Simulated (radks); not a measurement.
The titanium ion Ti+ inside a hard spherical wall (all orbitals vanish at R), configuration held at [Ar] 3d2 4s1 and not refilled when levels cross. Method: non-relativistic Kohn-Sham, PBE, spin-polarised, spherical densities, point nucleus; open shells are filled with parallel spins first; computed with a radial shooting solver on a logarithmic mesh with Libxc functionals. Eigenvalues in eV for spin up, with the zero of energy where the potential of the charges vanishes at infinity; a dash marks a level that is unbound or too diffuse for the functional's potential to be trusted. A positive occupied level is held by the wall or, in an anion where self-interaction has pushed it up, behind a barrier. The pressure on the wall is -dE/dV.

R (bohr)  E (hartree)  kinetic (hartree)    e(3s)    e(3p)    e(3d)    e(4s)  e(4p, empty)  e(5s, empty)  pressure (GPa)
free       -848.86440            848.112  -69.775  -46.767  -12.250  -10.853        -7.037             -               0
20         -848.86440            848.112  -69.775  -46.767  -12.250  -10.853        -7.037             -        < 0.0001
15         -848.86440            848.112  -69.775  -46.767  -12.250  -10.853        -7.037        -3.228        < 0.0001
10         -848.86434            848.113  -69.770  -46.762  -12.245  -10.849        -7.016        -2.448         0.00222
8          -848.86322            848.124  -69.711  -46.703  -12.191  -10.789        -6.849        -0.442          0.0611
7          -848.85970            848.151  -69.579  -46.573  -12.072  -10.637        -6.519         2.032           0.304
5          -848.80023            848.456  -68.397  -45.418  -10.977   -8.699        -3.403        16.809            7.73
3.5        -848.39047            850.002  -64.527  -41.657   -6.839    1.881        10.266        62.205             130
3          -847.85563            851.921  -61.253  -38.386   -2.848   13.785        24.176        101.45             420
2.5        -846.47352            856.842  -54.711  -31.550    5.548   40.147        53.039        175.51            1670
2          -842.22100            871.071  -38.794  -14.351   25.526   105.19        119.92        332.62            8690
